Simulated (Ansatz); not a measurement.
Geometry optimisation, Ansatz 0.2.0, RKS B3LYP-D4/STO-3G.

input.yaml

```yaml
crystal:
  periodic: [false, false, false]
  atoms:
    - { symbol: Si, position_ang: [0.0, 0.0, 0.0] }
    - { symbol: "N", position_ang: [0.0, 0.0, 1.82] }
    - { symbol: H, position_ang: [-0.877, -0.2713, 2.35] }
    - { symbol: H, position_ang: [0.877, 0.2713, 2.35] }
    - { symbol: O, position_ang: [1.5842, 0.0, -0.5594] }
    - { symbol: H, position_ang: [1.9006, -0.9521, -0.6761] }
    - { symbol: O, position_ang: [-0.7913, 1.3709, -0.5594] }
    - { symbol: C, position_ang: [-2.1512, 1.4177, -0.9653] }
    - { symbol: H, position_ang: [-2.7687, 0.8215, -0.2614] }
    - { symbol: H, position_ang: [-2.5023, 2.4707, -0.9639] }
    - { symbol: H, position_ang: [-2.2473, 0.9975, -1.9882] }
    - { symbol: "N", position_ang: [-0.8572, -1.4851, -0.6061] }
    - { symbol: C, position_ang: [-1.5991, -2.3398, 0.332] }
    - { symbol: H, position_ang: [-1.2218, -2.1735, 1.3626] }
    - { symbol: H, position_ang: [-2.6791, -2.0872, 0.2887] }
    - { symbol: H, position_ang: [-1.4574, -3.4051, 0.0541] }
    - { symbol: C, position_ang: [-0.8082, -1.8308, -2.034] }
    - { symbol: H, position_ang: [-1.6103, -1.2865, -2.5747] }
    - { symbol: H, position_ang: [0.1794, -1.5432, -2.4511] }
    - { symbol: H, position_ang: [-0.9565, -2.9241, -2.1559] }
basis:
  gaussian: { orbitals: STO-3G }
hamiltonian:
  xc: b3lyp
  dispersion: d4
relax:
  f_tol: 0.02
  max_steps: 40
```

Run as:

```bash
$ ansatz run input.yaml --threads 1 --pin off --max-ram 2048MiB --backend cpu --events-out ev --progress --plain --runs-dir out
```

Question: Where does it end, and by what steps?

Answer: The run converged. Limits of this set-up: minimal basis. After 35 steps the energy has fallen by 0.954 eV; H9 moved furthest, 1.61 Å.

| step | energy less start (eV) | largest force component (eV/Å) | accepted |
| --- | --- | --- | --- |
| 0 | 0.0000 | 2.300 | yes |
| 2 | -0.7335 | 0.974 | yes |
| 4 | -0.8355 | 0.496 | yes |
| 6 | -0.8887 | 0.143 | yes |
| 8 | -0.8959 | 0.065 | yes |
| 10 | -0.9037 | 0.265 | yes |
| 12 | -0.9070 | 0.189 | no |
| 14 | -0.9123 | 0.074 | yes |
| 16 | -0.9143 | 0.083 | yes |
| 18 | -0.9172 | 0.141 | yes |
| 20 | -0.9233 | 0.125 | yes |
| 22 | -0.9139 | 0.306 | no |
| 24 | -0.9312 | 0.098 | yes |
| 26 | -0.9398 | 0.122 | yes |
| 28 | -0.9469 | 0.071 | yes |
| 30 | -0.9514 | 0.065 | yes |
| 32 | -0.9528 | 0.021 | yes |
| 34 | -0.9536 | 0.033 | yes |
| 35 | -0.9536 | 0.012 | yes |

```xyz
20
Properties=species:S:1:pos:R:3
Si -0.063 -0.187 -0.056
N -0.336 -0.100 1.675
H -1.341 0.027 1.936
H 0.182 0.679 2.143
O 1.599 -0.393 -0.345
H 1.874 -1.141 0.294
O -0.363 1.192 -1.021
C -1.732 1.681 -0.861
H -1.922 2.125 0.143
H -1.890 2.483 -1.611
H -2.506 0.900 -1.031
N -1.164 -1.444 -0.590
C -1.272 -2.700 0.208
H -1.134 -2.461 1.277
H -2.271 -3.159 0.074
H -0.516 -3.465 -0.078
C -1.258 -1.701 -2.056
H -2.247 -2.130 -2.311
H -1.142 -0.747 -2.600
H -0.484 -2.407 -2.430
```

Whether the end is a true minimum wasn't checked by a vibrational analysis.

The run took 9.1 min on 1 thread of AMD EPYC (Zen 3), on a shared host, peak memory 0.18 GiB.
